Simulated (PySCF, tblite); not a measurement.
Isomers of C7H15FSi, one GFN2-xTB conformer each. Single-point energies are computed at PBE0/pcSseg-1 (PySCF, gas phase, no added dispersion term), electronic only.

```tsv
SMILES	GFN2-xTB relative energy (kJ/mol)
C[SiH2]C[C@@H]1CCC[C@H]1F	0.0
CC[C@@H]1CC[SiH2]C[C@@H]1F	2.9
CCC/C(C)=C(/[SiH3])CF	83.5
CCC(=C[SiH2]CF)CC	119.0
```

Conformers: `[CH3:1][SiH2:2][CH2:3][C@@H:4]1[CH2:5][CH2:6][CH2:7][C@H:8]1[F:9]` with C1–Si2–C3–C4 172°, Si2–C3–C4–C5 -179°, C3–C4–C5–C6 -161°, C4–C5–C6–C7 42°, C5–C6–C7–C8 -30°, C6–C7–C8–F9 -112°; `[CH3:1][CH2:2][C@@H:3]1[CH2:4][CH2:5][SiH2:6][CH2:7][C@@H:8]1[F:9]` with C1–C2–C3–C4 -162°, C2–C3–C4–C5 169°, C3–C4–C5–Si6 58°, C4–C5–Si6–C7 -45°, C5–Si6–C7–C8 45°; `[CH3:1][CH2:2][CH2:3]/[C:4]([CH3:5])=[C:6](/[SiH3:7])[CH2:8][F:9]` with C1–C2–C3–C4 179°, C2–C3–C4–C5 -97°, C4–C6–C8–F9 139°; `[CH3:1][CH2:2][C:3](=[CH:4][SiH2:5][CH2:6][F:7])[CH2:8][CH3:9]` with C1–C2–C3–C4 92°, C3–C4–Si5–C6 -172°, C4–Si5–C6–F7 -59°, C2–C3–C8–C9 -86°.

What does PBE0/pcSseg-1 give for the same structures?

| SMILES | PBE0/pcSseg-1 E (Eh) | PBE0/pcSseg-1 (kJ/mol) | GFN2-xTB (kJ/mol) | point group |
| --- | --- | --- | --- | --- |
| CC[C@@H]1CC[SiH2]C[C@@H]1F | -664.51945 | 0.0 | 2.9 | C1 |
| C[SiH2]C[C@@H]1CCC[C@H]1F | -664.51546 | 10.5 | 0.0 | C1 |
| CCC(=C[SiH2]CF)CC | -664.47184 | 125.0 | 119.0 | C1 |
| CCC/C(C)=C(/[SiH3])CF | -664.46951 | 131.1 | 83.5 | C1 |

GFN2-xTB puts C[SiH2]C[C@@H]1CCC[C@H]1F lowest instead; measured from each level's own lowest isomer, the values differ by up to 47.6 kJ/mol (CCC/C(C)=C(/[SiH3])CF: 83.5 against 131.1). As drawn, the highest has a C=C bond outside aromatic rings, which the lowest lacks. Neighbours about 10 kJ/mol apart or less (CCC(=C[SiH2]CF)CC and CCC/C(C)=C(/[SiH3])CF) can change places with a better method, another conformer or zero-point energy.

Which frontier levels, dipoles and rotational constants go with these structures?

```json
{"SMILES": "CC[C@@H]1CC[SiH2]C[C@@H]1F", "HOMO (eV, PBE0/pcSseg-1)": "-7.90", "LUMO (eV)": "1.00", "dipole (D)": "1.77", "A, B, C (MHz)": "2284, 929.2, 801.1"}
{"SMILES": "C[SiH2]C[C@@H]1CCC[C@H]1F", "HOMO (eV, PBE0/pcSseg-1)": "-8.09", "LUMO (eV)": "1.19", "dipole (D)": "2.19", "A, B, C (MHz)": "2743, 713.0, 604.0"}
{"SMILES": "CCC(=C[SiH2]CF)CC", "HOMO (eV, PBE0/pcSseg-1)": "-7.21", "LUMO (eV)": "-0.28", "dipole (D)": "2.26", "A, B, C (MHz)": "1844, 666.7, 527.7"}
{"SMILES": "CCC/C(C)=C(/[SiH3])CF", "HOMO (eV, PBE0/pcSseg-1)": "-7.14", "LUMO (eV)": "-0.20", "dipole (D)": "2.85", "A, B, C (MHz)": "1868, 751.1, 583.8"}
```

What happens when harmonic zero-point energies from GFN2-xTB frequencies are added?

```tsv
SMILES	ZPE (kJ/mol)	electronic (kJ/mol)	with ZPE (kJ/mol)
CC[C@@H]1CC[SiH2]C[C@@H]1F	533.5	0.0	0.0
C[SiH2]C[C@@H]1CCC[C@H]1F	530.4	10.5	7.4
CCC(=C[SiH2]CF)CC	522.3	125.0	113.8
CCC/C(C)=C(/[SiH3])CF	517.2	131.1	114.8
```

The zero-point energies span 16.3 kJ/mol. The order is unchanged.
